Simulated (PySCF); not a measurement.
**TlTe: energy against distance**

Set-up: Tl cc-pVDZ-PP with ECP60, Te cc-pVDZ-PP with ECP28; scalar-relativistic core potentials (PySCF 2.14). Energies in eV from Tl + Te in their ground configurations at the same level. State: ²Π (doublet), unpaired electrons π ↑.

| R (Å) | UHF-MP2 |
| --- | --- |
| 2.522 | -1.446 |
| 2.640 | -1.878 |
| 2.757 | -2.110 |
| 2.845 | -2.191 |
| 2.933 | -2.213 |
| 3.021 | -2.190 |
| 3.138 | -2.110 |
| 3.285 | -1.957 |
| 3.461 | -1.727 |
| 3.696 | -1.374 |

Task: Put a parabola through the three lowest points of the UHF-MP2 curve and estimate Re, k and ωe (reduced mass 79.51 u; 1 eV/Å² = 0.16022 mdyn/Å; ωe = 1302.8·√(k/μ) cm⁻¹).

Result: Through R = 2.845, 2.933, 3.021 Å the second-order coefficient is 2.91 eV/Å², so Re ≈ 2.932 Å, k ≈ 0.931 mdyn/Å and ωe ≈ 141 cm⁻¹. A polynomial fit of higher order to the unrounded UHF-MP2 energies gives Re = 2.928 Å, k = 0.926 mdyn/Å, ωe = 141 cm⁻¹; anharmonicity and rounding make the difference.

The higher-order fit for each curve: UHF-MP2: Re = 2.928 Å, ωe = 141 cm⁻¹, De = 2.21 eV.

Correlated steps freeze 8 core orbitals. Correlated levels converge slowly with the basis: in double zeta they bind strong bonds too weakly, by up to about 1 eV, and carry superposition errors of some tenths. Spin–orbit coupling is left out, which matters for elements this heavy, above all for dissociation energies. The state was picked by a PBE0 search and need not be the measured ground state.
